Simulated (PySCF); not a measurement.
# Correlation energy of Sr (strontium, neutral)

Starting occupation: [Kr] 4d1 5s1, 4d5/2 with m_j = +5/2, 5s1/2 with m_j = +1/2. All numbers are calculated (PySCF 2.14, X2C-1e with screened-nucleus spin-orbit coupling, Gaussian nucleus, in x2c-SVPall-2c with one added diffuse shell each of s, d type (7s7p7d1f, 70 functions)). Frozen: [Ar] 3d10; 10 electrons correlated; the 6 highest virtual spinors left out.

MP2 pair energies summed by pair of shells (mhartree):

| pair | energy | share (%) |
| --- | --- | --- |
| 4p1/2-4p3/2 | -47.01 | 30.8 |
| 4p3/2-4p3/2 | -46.40 | 30.4 |
| 4p1/2-4p1/2 | -12.67 | 8.3 |
| 4p3/2-4s1/2 | -11.44 | 7.5 |
| 4d5/2-4p3/2 | -9.10 | 6.0 |
| 4p3/2-5s1/2 | -5.76 | 3.8 |
| 4p1/2-4s1/2 | -5.73 | 3.8 |
| 4s1/2-4s1/2 | -4.84 | 3.2 |
| 4d5/2-4p1/2 | -4.08 | 2.7 |
| 4p1/2-5s1/2 | -2.80 | 1.8 |
| 4d5/2-5s1/2 | -1.34 | 0.9 |
| 4d5/2-4s1/2 | -0.80 | 0.5 |
| 4s1/2-5s1/2 | -0.54 | 0.4 |

Total MP2 correlation energy: -152.49 mhartree.

This basis was not built for core-valence correlation, so the inner-shell part is incomplete.
